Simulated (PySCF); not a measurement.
# How methods differ on the excitation energy of N²⁺

N²⁺ [He] 2s2 2p1 (2P) → N²⁺ [He] 2s1 2p2 (4P), as a difference of total energies. All numbers are calculated (PySCF 2.14, the spin-free X2C one-electron Hamiltonian (Gaussian nucleus), in dyall-acv3z (15s9p4d2f, 76 functions)). Correlated levels: valence: 1s2 frozen; valence and next inner shell: nothing frozen; virtual orbitals above 40 to 60 times the deepest correlated orbital energy dropped. The calculations carry no spin-orbit coupling.

```json
{"method": "UHF", "excitation energy (eV)": "5.161"}
{"method": "LDA", "excitation energy (eV)": "6.556"}
{"method": "PBE", "excitation energy (eV)": "6.628"}
{"method": "PBE0", "excitation energy (eV)": "6.501"}
{"method": "r2SCAN", "excitation energy (eV)": "5.842"}
{"method": "B3LYP", "excitation energy (eV)": "6.999"}
{"method": "M06-2X", "excitation energy (eV)": "7.426"}
{"method": "BP86", "excitation energy (eV)": "6.804"}
{"method": "HSE06", "excitation energy (eV)": "6.490"}
{"method": "MP2 (valence)", "excitation energy (eV)": "6.423"}
{"method": "SCS-MP2 (valence)", "excitation energy (eV)": "6.888"}
{"method": "MP2 (valence and next inner shell)", "excitation energy (eV)": "6.438"}
{"method": "SCS-MP2 (valence and next inner shell)", "excitation energy (eV)": "6.907"}
```

Q: How much does correlation contribute at MP2 (valence and next inner shell)?

A: 6.438 − (5.161) = 1.277 eV, measured against UHF.
